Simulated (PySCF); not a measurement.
PySCF input for CH₃Cl₂ISi, SMILES C[Si](Cl)(Cl)I, TDA-CAM-B3LYP/def2-SVPD. Geometry: B3LYP-D3(BJ)/def2-SVP. The def2 effective core potentials stand for the cores of I; spin–orbit coupling is left out.

```python
import numpy as np
from pyscf import gto, scf, dft, tdscf

mol = gto.M(
    atom='''
    C    -1.27034417    2.10978951   -0.00000002
    Si   -0.88619483    0.29142346   -0.00000000
    Cl   -1.70245645   -0.60428252    1.67528252
    Cl   -1.70245645   -0.60428254   -1.67528252
    I     1.54643325   -0.06825856    0.00000000
    H    -0.84335616    2.58453352    0.89619998
    H    -0.84335616    2.58453351   -0.89620002
    H    -2.36193802    2.25557715   -0.00000002
    ''',
    basis='def2-SVPD',
    ecp={'I': 'def2-svp'},
    charge=0,
    spin=0,
    symmetry=True,
    max_memory=1600,
    verbose=4,
)
mf = dft.RKS(mol, xc='cam-b3lyp').density_fit(auxbasis='def2-universal-jkfit')
mf.grids.level = 3
mf.conv_tol = 1e-9
mf.max_cycle = 100
mf.kernel()
mf.grids = dft.Grids(mol).set(level=1).build(with_non0tab=True)  # coarser grid for the response kernel
td = tdscf.TDA(mf)
td.singlet = True
td.nstates = 10
td.conv_tol = 1e-4
td.positive_eig_threshold = 1e-6
td.kernel(x0=td.get_init_guess(mf, 15))
td.analyze()
tt = tdscf.TDA(mf)
tt.singlet = False
tt.nstates = 4
tt.conv_tol = 1e-4
tt.positive_eig_threshold = 1e-6
tt.kernel(x0=tt.get_init_guess(mf, 9))
tt.analyze(verbose=3)
```

Output:

```
PySCF version 2.14.0

[INPUT] verbose = 4
[INPUT] num. atoms = 8
[INPUT] num. electrons = 82
[INPUT] charge = 0
[INPUT] spin (= nelec alpha-beta = 2S) = 0
[INPUT] symmetry True subgroup None
[INPUT] Mole.unit = angstrom
[INPUT] Symbol           X                Y                Z      unit          X                Y                Z       unit  Magmom
[INPUT]  1 C     -1.270344170000   2.109789510000  -0.000000020000 AA   -2.400602565238   3.986924354380  -0.000000037795 Bohr   0.0
[INPUT]  2 Si    -0.886194830000   0.291423460000   0.000000000000 AA   -1.674665521705   0.550710525673   0.000000000000 Bohr   0.0
[INPUT]  3 Cl    -1.702456450000  -0.604282520000   1.675282520000 AA   -3.217176429499  -1.141928464662   3.165825144071 Bohr   0.0
[INPUT]  4 Cl    -1.702456450000  -0.604282540000  -1.675282520000 AA   -3.217176429499  -1.141928502457  -3.165825144071 Bohr   0.0
[INPUT]  5 I      1.546433250000  -0.068258560000   0.000000000000 AA    2.922335312421  -0.128989984057   0.000000000000 Bohr   0.0
[INPUT]  6 H     -0.843356160000   2.584533520000   0.896199980000 AA   -1.593712167865   4.884060512558   1.693572515041 Bohr   0.0
[INPUT]  7 H     -0.843356160000   2.584533510000  -0.896200020000 AA   -1.593712167865   4.884060493661  -1.693572590630 Bohr   0.0
[INPUT]  8 H     -2.361938020000   2.255577150000  -0.000000020000 AA   -4.463415980997   4.262423066327  -0.000000037795 Bohr   0.0

nuclear repulsion = 487.879073524327
point group symmetry = Cs
symmetry origin: [-5.15379844e-10 -3.43586581e-10 -3.09227911e-09]
symmetry axis x: [ 1.00000000e+00 -1.77120708e-10  1.49681913e-09]
symmetry axis y: [ 1.77120715e-10  1.00000000e+00 -4.65207576e-09]
symmetry axis z: [-1.49681913e-09  4.65207582e-09  1.00000000e+00]
num. orbitals of irrep A' = 96
num. orbitals of irrep A" = 61
number of shells = 65
number of NR pGTOs = 262
number of NR cGTOs = 157
basis = def2-SVPD
ecp = {'I': 'def2-svp'}


[settings echo left out]
init E= -1515.97834384514
HOMO (A") = -0.642942976692201  LUMO (A') = -0.552067231027976  gap/eV = 2.47285
cycle= 1 E= -1545.52336555306  delta_E= -29.5  |g|= 2.98  |ddm|= 10.7
HOMO (A') = -0.0220907352191877  LUMO (A") = 0.00487855270815984  gap/eV = 0.73387
cycle= 2 E= -1541.77235729153  delta_E= 3.75  |g|= 3.17  |ddm|= 26.7
HOMO (A') = -0.269983011033665  LUMO (A') = -0.124975936927197  gap/eV = 3.94584
cycle= 3 E= -1546.56022092294  delta_E= -4.79  |g|=  1.3  |ddm|= 25.5
HOMO (A") = -0.361814641941926  LUMO (A') = -0.0723854334881153  gap/eV = 7.87577
cycle= 4 E= -1547.23476498348  delta_E= -0.675  |g|= 0.326  |ddm|= 2.37
HOMO (A") = -0.304199463735596  LUMO (A') = -0.00660515823100065  gap/eV = 8.09795
cycle= 5 E= -1547.27139445795  delta_E= -0.0366  |g|= 0.151  |ddm|= 0.934
HOMO (A") = -0.329564052306154  LUMO (A') = -0.0060128518584424  gap/eV = 8.80428
cycle= 6 E= -1547.2773546162  delta_E= -0.00596  |g|= 0.0382  |ddm|= 0.268
HOMO (A") = -0.337765750610401  LUMO (A') = -0.0115972925665971  gap/eV = 8.87550
cycle= 7 E= -1547.27778349233  delta_E= -0.000429  |g|= 0.00747  |ddm|= 0.0739
HOMO (A") = -0.338645007693749  LUMO (A') = -0.0112157699518431  gap/eV = 8.90980
cycle= 8 E= -1547.27780915871  delta_E= -2.57e-05  |g|= 0.00327  |ddm|= 0.0237
HOMO (A") = -0.33884310015398  LUMO (A') = -0.0115396509302208  gap/eV = 8.90638
cycle= 9 E= -1547.27781280497  delta_E= -3.65e-06  |g|= 0.00115  |ddm|= 0.00829
HOMO (A") = -0.338762653309395  LUMO (A') = -0.0114325576903049  gap/eV = 8.90711
cycle= 10 E= -1547.27781327487  delta_E= -4.7e-07  |g|= 0.000245  |ddm|= 0.00239
HOMO (A") = -0.338757031847134  LUMO (A') = -0.0114286411739705  gap/eV = 8.90706
cycle= 11 E= -1547.27781329957  delta_E= -2.47e-08  |g|= 5.54e-05  |ddm|= 0.000582
HOMO (A") = -0.338761072427065  LUMO (A') = -0.01143216541737  gap/eV = 8.90707
cycle= 12 E= -1547.27781330169  delta_E= -2.12e-09  |g|= 1.51e-05  |ddm|= 0.000207
HOMO (A") = -0.338762396935067  LUMO (A') = -0.0114323374434828  gap/eV = 8.90710
cycle= 13 E= -1547.27781330181  delta_E= -1.2e-10  |g|= 4.33e-06  |ddm|= 5.12e-05
HOMO (A") = -0.33876177450048  LUMO (A') = -0.0114323999015856  gap/eV = 8.90709
Extra cycle  E= -1547.27781330183  delta_E= -2.14e-11  |g|= 2.79e-06  |ddm|= 1.97e-05
converged SCF energy = -1547.27781330183
tot grids = 39672
Overwritten attributes  positive_eig_threshold  of <class 'pyscf.tdscf.rks.TDA'>


******** <class 'pyscf.tdscf.rks.TDA'> for <class 'pyscf.df.df_jk.DFSymAdaptedRKS'> ********
nstates = 10 singlet
deg_eia_thresh = 1.000e-03
wfnsym = None
conv_tol = 0.0001
eigh lindep = 1e-12
eigh level_shift = 0
eigh max_cycle = 100


Excitation energies (eV)
[5.45091954 5.4795178  7.02048839 7.20267419 7.27316091 7.29916257
 7.3561633  7.4087253  7.46042734 7.6359376 ]

** Singlet excitation energies and oscillator strengths **
Excited State   1:   A"      5.45092 eV    227.46 nm  f=0.0065
      41 -> 42       -0.68907
Excited State   2:   A'      5.47952 eV    226.27 nm  f=0.0086
      40 -> 42       -0.68848
Excited State   3:   A'      7.02049 eV    176.60 nm  f=0.0879
      39 -> 42       -0.60178
      39 -> 44        0.10732
      41 -> 45       -0.28328
Excited State   4:   A"      7.20267 eV    172.14 nm  f=0.0016
      40 -> 45        0.65741
      40 -> 47       -0.12963
      40 -> 51       -0.16218
Excited State   5:   A"      7.27316 eV    170.47 nm  f=0.0188
      36 -> 42       -0.13114
      38 -> 42       -0.44334
      38 -> 44        0.10636
      41 -> 43        0.14917
      41 -> 44       -0.39306
      41 -> 46        0.12025
      41 -> 48       -0.21674
Excited State   6:   A'      7.29916 eV    169.86 nm  f=0.0377
      39 -> 42        0.11018
      40 -> 44        0.44734
      40 -> 48        0.16830
      41 -> 45       -0.44419
      41 -> 47        0.10529
Excited State   7:   A"      7.35616 eV    168.54 nm  f=0.0045
      38 -> 42       -0.45394
      38 -> 44        0.11653
      41 -> 44        0.44512
      41 -> 48        0.13905
Excited State   8:   A"      7.40873 eV    167.35 nm  f=0.0793
      38 -> 42       -0.17988
      41 -> 43       -0.54307
      41 -> 44       -0.21235
      41 -> 46       -0.14982
      41 -> 48        0.22147
      41 -> 50        0.12071
Excited State   9:   A'      7.46043 eV    166.19 nm  f=0.1005
      40 -> 43        0.51356
      40 -> 44        0.29639
      40 -> 46        0.14355
      40 -> 48       -0.18725
      40 -> 50       -0.12965
      41 -> 45        0.18941
Excited State  10:   A'      7.63594 eV    162.37 nm  f=0.0633
      35 -> 42        0.11199
      37 -> 42        0.47562
      37 -> 44       -0.10236
      39 -> 42       -0.12780
      40 -> 43       -0.19816
      40 -> 44        0.26705
      40 -> 48        0.16036
      41 -> 45        0.21041

** Transition electric dipole moments (AU) **
state          X           Y           Z        Dip. S.      Osc.
  1         0.0000     -0.0000     -0.2207      0.0487      0.0065
  2        -0.1387     -0.2111      0.0000      0.0638      0.0086
  3        -0.6986      0.1520     -0.0000      0.5111      0.0879
  4         0.0000      0.0000     -0.0942      0.0089      0.0016
  5        -0.0000     -0.0000     -0.3245      0.1053      0.0188
  6         0.3765      0.2630      0.0000      0.2109      0.0377
  7         0.0000     -0.0000      0.1580      0.0250      0.0045
  8         0.0000     -0.0000     -0.6610      0.4370      0.0793
  9        -0.0808      0.7372     -0.0000      0.5500      0.1005
 10        -0.4698      0.3433      0.0000      0.3386      0.0633

WARN: ECP detected. Skipping calculation of transition velocity and magnetic dipole moments, which have not yet been implemented.



******** <class 'pyscf.tdscf.rks.TDA'> for <class 'pyscf.df.df_jk.DFSymAdaptedRKS'> ********
nstates = 4 triplet
deg_eia_thresh = 1.000e-03
wfnsym = None
conv_tol = 0.0001
eigh lindep = 1e-12
eigh level_shift = 0
eigh max_cycle = 100


Excitation energies (eV)
[4.93143038 4.95437083 6.06697169 6.8814486 ]

** Triplet excitation energies and oscillator strengths **
Excited State   1:   A"      4.93143 eV    251.42 nm  f=0.0000
Excited State   2:   A'      4.95437 eV    250.25 nm  f=0.0000
Excited State   3:   A'      6.06697 eV    204.36 nm  f=0.0000
Excited State   4:   A'      6.88145 eV    180.17 nm  f=0.0000
```

The calculation finished and met its thresholds.
